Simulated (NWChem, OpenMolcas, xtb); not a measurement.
## A ladder of methods for GeNH3 (SMILES [NH2][GeH])

The species is GeNH3 (5 atoms), meant as a singlet with charge 0. As SMILES, `[NH2][GeH]`. Geometry: relaxed at PBE0-D4/def2-TZVP. This is one conformer, not always the lowest.

```xyz
5

N    -0.0841   -0.6022    0.0974
Ge    0.9888    0.8534    0.2598
H     0.1806   -1.5020    0.4653
H    -0.9850   -0.6201   -0.3525
H    -0.0503    1.7972   -0.5113
```

Quantity: the dipole moment, in D. The values are calculated.

```
                             level            kind     program  value (D)   CPU time
                          GFN2-xTB  semi-empirical         xtb       1.59  under 2 s
                          GFN0-xTB  semi-empirical         xtb       1.56  under 2 s
                          GFN1-xTB  semi-empirical         xtb       2.22  under 2 s
                         HF/STO-3G    Hartree–Fock  OpenMolcas       1.03      1.7 s
                          HF/3-21G    Hartree–Fock  OpenMolcas       1.75      1.8 s
                          HF/6-31G    Hartree–Fock  OpenMolcas       1.47      2.5 s
                       HF/def2-SVP    Hartree–Fock  OpenMolcas       1.50      3.2 s
                       SVWN5/6-31G             LDA  OpenMolcas       2.37      6.2 s
          G96LYP/x2c-SVPall (DKH2)             GGA      NWChem       1.91       39 s
B3LYP/6-31G* (spherical functions)   global hybrid  OpenMolcas       1.96      9.8 s
```

All-electron rows without a relativistic Hamiltonian named are non-relativistic. The values span 1.03 to 2.37 D. Sets without polarisation functions give poor dipoles. Times are those of the runs behind each value, whatever else they computed, on shared processors of several kinds: orders of magnitude only.
